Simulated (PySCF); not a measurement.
Compound: C4H4AlCl3O2.
SMILES: `C1=[O+][AlH2-][O]C=C1C(Cl)(Cl)Cl`

All values: CAM-B3LYP/def2-SVPD (PySCF, non-relativistic), on one gas-phase PBE0-D3(BJ)/def2-SVP geometry that isn't relaxed in the solvent. The solvent is an IEF-PCM continuum (Bondi radii, 1.10 Å for H, scaled by 1.2), and excitations are vertical TDDFT with non-equilibrium linear response and a frozen core. The model holds no explicit solvent molecules, cavitation or dispersion.

Gas-phase singlets (H = HOMO, L = LUMO):

```tsv
state	E (eV)	λ (nm)	f	leading configurations
S1	4.244	292	0.045	H→L 98%
S2	4.584	270	0.001	H-2→L 68%, H-3→L 16%, H-6→L 12%
S3	5.399	230	0.057	H-1→L 97%
S4	5.736	216	0.000	H-4→L 62%, H-10→L 19%
S5	5.961	208	0.001	H→L+1 61%, H-1→L+1 24%
```

Give the list for chloroform (ε = 4.711), n² = 2.09.

```json
{"state": "S1", "E (eV)": "4.351", "λ (nm)": "285", "f": "0.088", "leading configurations": "H→L 97%", "change by rank (eV)": "+0.107"}
{"state": "S2", "E (eV)": "4.627", "λ (nm)": "268", "f": "0.001", "leading configurations": "H-2→L 83%, H-5→L 8%", "change by rank (eV)": "+0.043"}
{"state": "S3", "E (eV)": "5.680", "λ (nm)": "218", "f": "0.053", "leading configurations": "H-1→L 97%", "change by rank (eV)": "+0.281"}
{"state": "S4", "E (eV)": "5.834", "λ (nm)": "213", "f": "0.000", "leading configurations": "H-6→L 62%, H-10→L 19%", "change by rank (eV)": "+0.098"}
{"state": "S5", "E (eV)": "5.960", "λ (nm)": "208", "f": "0.001", "leading configurations": "H→L+1 71%, H-1→L+1 14%", "change by rank (eV)": "-0.001"}
```

The ground-state energy changes by -0.183 eV from gas to chloroform. By how much does the total energy of gas-phase S2 change?

E(S2) = E(S0) + excitation energy, so it changes by -0.183 + 0.043 = -0.140 eV: it is lowered less than the ground state, which is what a blue shift means. This is the vertical state, with the slow part of the continuum still set for S0.

How do the frontier levels move from gas to chloroform?

```tsv
orbital	gas (eV)	solvent (eV)	change (eV)
LUMO+2	0.13	0.38	+0.25
LUMO+1	-0.22	0.01	+0.23
LUMO	-1.80	-1.50	+0.30
HOMO	-8.96	-8.86	+0.10
HOMO-1	-9.93	-9.90	+0.03
HOMO-2	-10.58	-10.33	+0.25
HOMO-3	-10.60	-10.40	+0.20
```

The HOMO–LUMO gap goes from 7.16 to 7.36 eV. Rows go by rank; for HOMO the atom shares or the degeneracy differ between the runs, so the row needn't follow one orbital.

Shape of the structure used: `[Cl:1][C:2]([Cl:3])([Cl:4])[C:5]1=[CH:6][O:7][AlH2-:8][O+:9]=[CH:10]1`: Cl1–C2–C5–C6 -3°.
